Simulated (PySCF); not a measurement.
Computed IR spectrum (relative IR intensity) of a molecule CH7BO2Si. Geometry: PBE-D3(BJ)/def2-SVP. One conformer was computed; it need not be the lowest. Level of theory: PBE-D3(BJ)/def2-SVP run with PySCF. Frequencies are harmonic and unscaled.

Lines under 2 % of the strongest are left out, and lines within 2 cm⁻¹ are merged.

```json
[
 {"ν (cm⁻¹)": "485", "relative intensity": "5.6"},
 {"ν (cm⁻¹)": "529", "relative intensity": "12"},
 {"ν (cm⁻¹)": "564", "relative intensity": "33"},
 {"ν (cm⁻¹)": "588", "relative intensity": "4.9"},
 {"ν (cm⁻¹)": "736", "relative intensity": "16"},
 {"ν (cm⁻¹)": "784", "relative intensity": "19"},
 {"ν (cm⁻¹)": "792", "relative intensity": "4.9"},
 {"ν (cm⁻¹)": "898", "relative intensity": "63"},
 {"ν (cm⁻¹)": "913", "relative intensity": "26"},
 {"ν (cm⁻¹)": "920", "relative intensity": "8.1"},
 {"ν (cm⁻¹)": "962", "relative intensity": "32"},
 {"ν (cm⁻¹)": "989", "relative intensity": "14"},
 {"ν (cm⁻¹)": "996", "relative intensity": "54"},
 {"ν (cm⁻¹)": "1057", "relative intensity": "5.6"},
 {"ν (cm⁻¹)": "1303", "relative intensity": "100"},
 {"ν (cm⁻¹)": "1355", "relative intensity": "35"},
 {"ν (cm⁻¹)": "1437", "relative intensity": "65"},
 {"ν (cm⁻¹)": "2137", "relative intensity": "32"},
 {"ν (cm⁻¹)": "2161", "relative intensity": "34"},
 {"ν (cm⁻¹)": "2171", "relative intensity": "32"},
 {"ν (cm⁻¹)": "3763", "relative intensity": "16"},
 {"ν (cm⁻¹)": "3786", "relative intensity": "18"}
]
```

Which molecule gave these data?
A) OB(O)C[SiH3]
B) COBO[SiH3]
C) COB(O)[SiH3]
D) C[SiH2]B(O)O

A, OB(O)C[SiH3]
